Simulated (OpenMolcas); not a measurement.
Pd2+: ligand-field states by method

Pd2+ with 6 ligands (water) in tetragonal octahedral coordination (Th) at 2.22 Å. Ligand basis ANO-RCC-VDZP.

* Program: OpenMolcas
* Basis: ANO-RCC-VDZP [6s5p3d1f]
* Scalar Hamiltonian: DKH2, point nucleus
* Active space: 8 electrons in 5 orbitals (4d)
* State averaging: 2S+1 = 3 even, 10 roots; 2S+1 = 1 even, 15 roots
* Spin-orbit coupling: RASSI with atomic mean-field integrals over the reference wave functions

I. CASSCF
II. SS-CASPT2, IPEA 0.25 Eh, imaginary shift 0.1 Eh (closed shells correlated: 4s 4p and the ligand valence shells)

Spin-free states in cm-1, each column counted from its own energy of the first state listed:

| State | Degeneracy | I | II |
| --- | --- | --- | --- |
| 2S+1 = 3 | 1 | 0 | 0 |
| 2S+1 = 3 | 3 | 10846 | 12560 |
| 2S+1 = 1 | 2 | 13605 | 10110 |
| 2S+1 = 3 | 3 | 17385 | 18570 |
| 2S+1 = 1 | 1 | 22820 | 18830 |
| 2S+1 = 1 | 3 | 24145 | 22930 |
| 2S+1 = 1 | 3 | 28329 | 27230 |
| 2S+1 = 3 | 3 | 28471 | 28930 |
| 2S+1 = 1 | 2 | 37252 | 38400 |
| 2S+1 = 1 | 3 | 37603 | 38610 |
| 2S+1 = 1 | 1 | 60364 | 55340 |

From I to II, I's first state of the same spin (2S+1 = 3) moves from 10846 to 12560 cm-1, by about +1700 cm-1.

From I to II, I's first state of another spin (2S+1 = 1) moves from 13605 to 10110 cm-1, by about -3500 cm-1.

χT at 300 K: I 1.51, II 1.45 cm3 K/mol.

Roots that are degenerate in the reference are averaged as groups; the widest CASPT2 spread within a group is 49 cm-1 (the 3-fold group of multiplicity 3 near 28900 cm-1 above the lowest state of its run, II). Shifts and gaps below about the spread of the groups concerned are not significant. Over all roots computed the reference weight is 0.69 to 0.70 in II; a low but even weight reflects the number of correlated electrons. Real 4d8 and 5d8 ions are as a rule square planar and diamagnetic. Ligand-to-metal charge-transfer states are missing. With no ligand orbital active B as a rule stays too high, so bands that hang on it stand too high and its fall with covalency is understated. Without dynamic correlation the repulsion within the d shell is too large (B by tens of per cent), so at a given field states of lower spin stand too high (holds for I). With metal d orbitals alone the field can be off either way by tens of per cent (holds for I). With one d shell and no ligand orbital active, 10Dq can be off by a tenth or more (holds for II). Free-ion shares, where given, are those of the reference states; single-state CASPT2 does not remix them (holds for II). No measured value stands beside these numbers; the geometry is a model, was not optimised and need not be the one that this ion takes.

A state without a sure symmetry label is named by its multiplicity alone.
